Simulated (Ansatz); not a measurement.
CH7BSSi at its PBE0-D4/def2-TZVP geometry, where that method's forces vanish. The species carries charge 0 and has multiplicity 1. The bonds changed during the relaxation, so this is another structure than the one it started from.

| atom | x (Å) | y (Å) | z (Å) |
| --- | --- | --- | --- |
| B1 | -0.8132 | -1.1109 | 0.6972 |
| Si2 | -0.6342 | 0.7563 | 1.2762 |
| S3 | 1.0237 | -0.4018 | 0.3256 |
| C4 | 0.8951 | 0.1542 | -1.3901 |
| H5 | -0.7298 | -1.9231 | 1.5724 |
| H6 | -1.3771 | -1.3676 | -0.3258 |
| H7 | -0.1679 | 1.1775 | 2.6212 |
| H8 | -0.8179 | 1.9534 | 0.4148 |
| H9 | 1.1725 | -0.6819 | -2.0315 |
| H10 | 1.5765 | 0.9889 | -1.5478 |
| H11 | -0.1277 | 0.4550 | -1.6122 |

Task: For each bond, give half the difference of the two atoms' forces along it (eV/Å; positive pushes the atoms apart) under PBE-D4, r2SCAN-D4, B3LYP-D4, ωB97M-V in def2-TZVPP. (Estimate.)

Result: The calculation gave: 
```
  bond  length (Å)  PBE-D4  r2SCAN-D4  B3LYP-D4  ωB97M-V
B1–Si2       1.963    0.01       0.07      0.24     0.13
 B1–S3       2.004    0.03       0.07      0.28     0.15
 B1–H5       1.197    0.06      -0.05     -0.14    -0.12
 B1–H6       1.196    0.06      -0.04     -0.14    -0.11
Si2–S3       2.235    0.16       0.05      0.27     0.11
Si2–H7       1.484    0.08      -0.03     -0.12    -0.13
Si2–H8       1.486    0.09      -0.02     -0.11    -0.13
 S3–C4       1.808    0.17       0.18      0.26     0.13
 C4–H9       1.090    0.10      -0.04     -0.09    -0.08
C4–H10       1.089    0.09      -0.05     -0.09    -0.07
C4–H11       1.089    0.10      -0.05     -0.09    -0.07
```

B3LYP here is the variant with VWN-RPA as its local correlation; programs differ in this.

Computed with Ansatz.
